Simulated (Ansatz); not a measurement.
Species: BiF2, charge 1, multiplicity 1. 
Structure (B3LYP-D3(BJ)/def2-TZVP (Ansatz, a quantum-chemistry and plane-wave program) minimum search):
```
Bi
F 1 1.9511
F 1 1.9511 2 95.60
```
Charge +1, spin multiplicity 1.

Basis-set convergence of Hartree-Fock and CCSD correlation energies (hartree) with Ansatz. Valence correlation only, unless marked. Spin-orbit coupling is left out. Frozen are the shells of the preceding noble gas and the d and f shells that filled before the atom's block. Past Kr the def2 sets carry scalar-relativistic core potentials.

```tsv
basis	functions	E(HF)	E(corr, CCSD)
def2-SVPD	78	-412.00660	-0.48030
def2-TZVPPD	136	-412.26542	-0.60317
def2-QZVPPD	220	-412.27860	-0.65067
```

Extrapolating the two largest sets (X = 3 and 4) as X^-3: E(corr) = (64·(-0.65067) - 27·(-0.60317))/37 = -0.6853 Eh, an estimate of the basis-set limit. The largest set recovers 94.9 % of it, the smallest 70.1 %.
